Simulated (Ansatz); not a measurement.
## A ladder of methods for Si2H2OF2 (SMILES F[Si]1(F)O[SiH2]1)

The species is Si2H2OF2 (7 atoms), meant as a singlet with charge 0. SMILES: `F[Si]1(F)O[SiH2]1`. Geometry: optimised at B3LYP/def2-SVP.

```xyz
7

F     0.4243   -1.6305    1.7237
Si    0.0422   -1.0295    0.2800
F    -0.2054   -2.3186   -0.6519
O     1.1328    0.0816   -0.3309
Si   -0.3052    1.0773   -0.2381
H    -0.2118    2.2056    0.7244
H    -0.8154    1.5460   -1.5527
```

Quantity: the dissociation energy of the H6–Si5 bond into doublet H and doublet Si2HOF2 (shapes relaxed at B3LYP/def2-SVP, no zero-point term), in eV. The values are calculated.

```csv
level,kind,program,value (eV),less CCSD(T)/def2-SVP,CPU time (all runs)
HF/def2-SVP,Hartree–Fock,Ansatz,3.23,-0.62,2.3 s
SVWN5/def2-SVP,LDA,Ansatz,4.08,+0.23,1.9 s
PBE/def2-SVP,GGA,Ansatz,3.70,-0.15,3.6 s
r2SCAN/def2-SVP,meta-GGA,Ansatz,3.80,-0.05,8.4 s
B2PLYP/def2-SVP,double hybrid,Ansatz,3.87,+0.02,7.1 s
RPA@PBE/def2-SVP,RPA,Ansatz,3.80,-0.05,6 s
MP2/def2-SVP,perturbation theory,Ansatz,3.78,-0.07,2.4 s
CCSD(T)/def2-SVP,coupled cluster or CI,Ansatz,3.85,0.00,22 s
```

CCSD(T)/def2-SVP is the highest level here, not the true value. Correlated wave functions underbind in double-zeta sets. The values span 3.23 to 4.08 eV. Hartree–Fock misses the correlation of the electron pair that is broken and comes out low. Measured bond enthalpies also hold zero-point and thermal terms, a few tenths of an eV less. In so small a basis fixed costs decide the times, and correlated methods can beat functionals. CPU times are rough (shared hosts, several kinds of processor and program).
